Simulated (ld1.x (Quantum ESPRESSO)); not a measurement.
The numbers below are computed, except where a source is named.
# Pseudopotentials across the periodic table

Generated with ld1.x 7.5 (TM, RRKJ, ultrasoft, PAW), atompaw 4.2 or ONCVPSP 4.0.1. The cutoff is in Ry: for ld1.x and atompaw files where the sum of valence levels is converged to 10 mRy in a Bessel basis, for ONCV files where the hardest occupied wave has 1 mHa per electron of residual kinetic energy. The error is the largest all-electron minus pseudo excitation energy over each file’s own four to seven test configurations (ionisations up to +4, promotions, holes and added fractions of an electron), all of which were solved. The labels leave out finer settings (local radius, basis sizes, second energies), which also bear on the numbers. Spin-polarised tests are not counted. The rows are a selection from randomly drawn settings: files with unsolved tests, undetermined cutoffs or missed reference levels are left out.

A true bound ghost makes a file unfit for plane-wave use even where its test errors are small: the radial tests pick states by their node count and pass the ghost by.

| element | potential | cutoff (Ry) | largest error (meV) | bound ghosts |
| --- | --- | --- | --- | --- |
| F | TM, PBE, non-relativistic, rc 0.65/1.10 (sp), local p, core correction no, reference 2s1.5 2p5.5 | 110 | +902 | none |
| Co | PAW, PBE, scalar-relativistic, rc 1.15/1.30/1.80 (spd), local smoothed, core correction yes, reference 3s2 3p6 3d7.5 4s1.5 4p0 | 55 | +57 | none |
| Br | RRKJ, BLYP, scalar-relativistic, rc 1.35/1.35/0.90 (spd), local s, core correction no, reference 3d10 4s1.5 4p5.5 | 300 | -1092 | p |
| Re | TM, LDA (PZ), scalar-relativistic, rc 2.55/1.95/1.70 (spd), local smoothed, core correction yes, reference 5p6 5d5 6s1 6p0 | 35 | -366 | none |
| Bi | TM, PBE, non-relativistic, rc 1.55/2.00/2.05 (spd), local s, core correction yes, reference 5d10 6s2 6p3 | 90 | +139 | p |

Problem. Fill in the row for Mg: TM, PBE, scalar-relativistic, rc 3.04/2.55 (sp), local smoothed, core correction yes, reference 3s2 3p0.

Solution. cutoff 6 Ry, largest error -32 meV, bound ghosts: none.

Problem. Fill in the row for P: ultrasoft, LDA (PZ), non-relativistic, rc 1.55/1.60/1.80 (spd), local smoothed, core correction no, reference 3s1.5 3p3.5.

Solution. cutoff 12 Ry, largest error +18 meV, bound ghosts: none.

Problem. Fill in the row for Sb: TM, PBE, scalar-relativistic, rc 1.75/2.60/2.80 (spd), local s, core correction yes, reference 5s2 5p3.

Solution. cutoff 25 Ry, largest error -500 meV, bound ghosts: none.
